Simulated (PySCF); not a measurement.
Geometries of 3 isomers of C5H6F2, from PBE0-D3(BJ)/def2-SVP geometry optimisation, gas phase in PySCF. One conformer each, no zero-point energy, no frequencies.

Problem. Which is lowest in electronic energy at this level?
A.
```xyz
13
angstrom
F     -2.999   -0.266   -0.037
C     -1.732    0.116   -0.386
C     -0.762   -0.279    0.713
C      0.632    0.041    0.367
C      1.788    0.593    0.518
F      2.578    1.350    1.233
C      1.731   -0.239   -0.688
H     -1.718    1.208   -0.544
H     -1.460   -0.374   -1.336
H     -0.863   -1.365    0.884
H     -1.044    0.226    1.650
H      2.219   -1.229   -0.707
H      1.660    0.227   -1.686
```
B.
```xyz
13
angstrom
C      2.703    0.437    0.369
C      1.344    0.015    0.082
C      0.214   -0.341   -0.165
C     -1.174   -0.733   -0.447
C     -2.197    0.266    0.032
F     -1.326   -0.915   -1.788
F     -1.427   -1.940    0.130
H      3.180    0.855   -0.531
H      3.313   -0.412    0.714
H      2.720    1.210    1.153
H     -2.114    0.397    1.118
H     -3.198   -0.113   -0.218
H     -2.037    1.232   -0.464
```
C.
```xyz
13
angstrom
C     -1.389   -0.236    0.837
C     -0.477    0.236   -0.276
C      0.661    1.183    0.072
C      1.648    0.359   -0.308
C      0.676   -0.718   -0.702
F      0.751   -1.865    0.010
F      0.676   -1.076   -2.003
H     -2.033   -1.059    0.492
H     -2.041    0.582    1.179
H     -0.808   -0.597    1.698
H     -1.056    0.561   -1.157
H      0.653    2.194    0.489
H      2.737    0.421   -0.342
```

Solution. C. That is `C[C@H]1C=CC1(F)F`, 9.5 kcal/mol below the next.

| SMILES | atoms numbered as above | E (Eh) | relative (kcal/mol) | relative (kJ/mol) | dipole (D) |
| --- | --- | --- | --- | --- | --- |
| C[C@H]1C=CC1(F)F | [CH3:1][C@H:2]1[CH:3]=[CH:4][C:5]1([F:6])[F:7] | -393.07347 | 0.0 | 0.0 | 2.30 |
| CC#CC(C)(F)F | [CH3:1][C:2]#[C:3][C:4]([CH3:5])([F:6])[F:7] | -393.05837 | 9.5 | 39.7 | 2.92 |
| FCCC1=C(F)C1 | [F:1][CH2:2][CH2:3][C:4]1=[C:5]([F:6])[CH2:7]1 | -393.01258 | 38.2 | 159.9 | 0.69 |

As drawn, the lowest has a four-membered ring and two fluorines on one carbon, which the highest lacks; the highest has a three-membered ring, which the lowest lacks.
